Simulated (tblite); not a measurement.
Species: C₆H₁₆P (charge +1).
Atom-mapped SMILES: `[CH3:1][CH2:2][PH+:3]([CH2:4][CH3:5])[CH2:6][CH3:7]` (hydrogens: H8, H9, H10 on C1; H11, H12 on C2; H13 on P3; H14, H15 on C4; H16, H17, H18 on C5; H19, H20 on C6; H21, H22, H23 on C7)

Computed geometry: GFN2-xTB, gas phase.

(1) Give the optimised bond lengths and angles.

Results:

(1) 
```
                   bond  length (pm)   order
    C1–C2, C4–C5, C6–C7        152.7  single
    C2–P3, P3–C4, P3–C6        181.9  single
 C1–H8 and 8 like bonds        108.8  single
C2–H11 and 5 like bonds        109.4  single
                 P3–H13        138.2  single
```

Bonds in one row agree within 1 pm and their mean is given. Orders are formal, as drawn. A selection of angles:
```
     angle  degrees
  C2–C1–H8    109.5
  C2–C1–H9    111.0
  H8–C1–H9    107.9
 H9–C1–H10    108.8
  C1–C2–P3    111.8
 C1–C2–H11    111.1
 C1–C2–H12    110.2
 P3–C2–H11    107.9
H11–C2–H12    108.0
  C2–P3–C4    111.9
 C2–P3–H13    106.9
```

Torsions: C1–C2–P3–C4 -63° (synclinal); C2–P3–C4–C5 171° (antiperiplanar); C2–P3–C6–C7 -63° (synclinal). The mirror-image conformer, all signs reversed, is as good.

P3 (phosphonium phosphorus) is tetrahedral (angles from 106.9° to 111.9°). All 3 C–P bonds measure 1.819 Å. All 3 C–C bonds measure 1.527 Å. Of the pairs four or more bonds apart, H12···H21 is among the closest relative to their van der Waals radii: 2.44 Å, 102 % of the sum of Bondi's values.

Point group: C3 (every atom within 0.08 Å of its image). GFN2-xTB frequencies show an imaginary mode (23i cm⁻¹), so the point is no minimum at that level.
